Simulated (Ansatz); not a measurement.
Isolated molecules relaxed with PBE0-D4/def2-TZVP in Ansatz; ΔE leaves out vibrations. CCSD(T)/CBS is the MP2 limit (def2-TZVPP, def2-QZVPP) plus CCSD(T) − MP2 in def2-TZVPP, frozen cores. For Ga outer-core shells are correlated without core-valence functions, which leaves a few kJ/mol of doubt a bond. Scalar relativity is left out up to krypton. One conformer a species, not always the lowest.

Reaction (isomerisation): `C[O][GaH][O]C` → `CO[CH2][GaH][OH]`

`C[O][GaH][O]C`:

Z-matrix (Å, degrees):
```
C
O 1 1.409
H 1 1.095 2 109.6
H 1 1.095 2 109.6 3 118.3
H 1 1.095 2 113.0 3 -120.9
Ga 2 1.770 1 123.0 3 120.6
O 6 1.781 2 113.1 1 0.1
H 6 1.546 2 122.6 1 -180.0
C 7 1.403 6 123.7 2 180.0
H 9 1.096 7 110.0 6 120.9
H 9 1.096 7 110.0 6 -120.4
H 9 1.099 7 113.4 6 0.3
```

`CO[CH2][GaH][OH]`:

Z-matrix (Å, degrees):
```
C
O 1 1.396
H 1 1.099 2 111.7
H 1 1.103 2 111.6 3 120.9
H 1 1.090 2 107.9 3 -119.9
C 2 1.409 1 112.2 3 -61.2
Ga 6 1.990 2 114.5 1 -71.1
H 6 1.100 2 111.3 1 54.5
H 6 1.094 2 106.9 1 170.3
O 7 1.795 6 112.5 2 174.4
H 7 1.569 6 130.1 2 -8.9
H 10 0.959 7 114.3 6 176.8
```

| species | SCS-MP2/def2-TZVPP energy (Eh) |
| --- | --- |
| `C[O][GaH][O]C` | -2153.94466 |
| `CO[CH2][GaH][OH]` | -2153.91736 |

(1) Work out ΔE.

Largest T1 diagnostic among the species: 0.014.

Results:

(1) ΔE = (-2153.91736) − (-2153.94466) = 0.02730 Eh = +71.7 kJ/mol. CCSD(T)/CBS gives +61.5 kJ/mol.

In def2-TZVPP, CCSD(T) changes the Hartree–Fock value by −16.3 kJ/mol (the triples alone add −1.5 kJ/mol) and MP2 by −15.6 kJ/mol. From PBE to PBE0 (25 % exact exchange), in def2-TZVPP and without D4, ΔE moves by +3.1 kJ/mol.
